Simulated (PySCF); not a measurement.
**C₆ coefficients of unlike pairs at M06-L**

Calculated with PySCF 2.14 from the dipole response of each species, C₆(A,B) = (3/π) ∫ α_A(iu) α_B(iu) du, in atomic units, from isotropic polarisabilities. For ions this is the dispersion term alone; charge-induced terms of lower order in 1/R come first.

| species | configuration | basis | relativity | α (bohr³) | C₆ (like pair) |
| --- | --- | --- | --- | --- | --- |
| Ag²⁺ | [Kr] 4d9 (2D) | aug-cc-pVDZ-PP with ECP28MDF (5s5p4d2f) | core potential | 5.543 | 28.27 |
| Tl³⁺ | [Xe] 4f14 5d10 (1S) | def2-QZVPPD with the def2 core potential (60 electrons) (8s6p5d4f1g) | core potential | 5.247 | 30.54 |
| As | [Ar] 3d10 4s2 4p3 (4S) | aug-cc-pwCVTZ-PP with ECP10MDF (8s7p6d4f1g) | core potential | 30.98 | 270.4 |
| Mo³⁺ | [Kr] 4d3 (4F) | aug-cc-pVTZ-PP with one added diffuse shell each of s, p, d, f, g type with ECP28MDF (7s7p6d4f3g) | core potential | 5.768 | 26.04 |

Task: Estimate C₆ for Mo³⁺ with As.

Result: The integral gives 74.96. The combination rule 2 C_A C_B / (C_A α_B/α_A + C_B α_A/α_B) gives 74.04 and the geometric mean 83.91.

No spin-orbit coupling is included.

The other pairs:

```tsv
pair	C₆
As, Tl³⁺	75.32
Mo³⁺, Tl³⁺	27.90
Tl³⁺, Ag²⁺	29.33
Mo³⁺, Ag²⁺	27.02
As, Ag²⁺	75.15
```
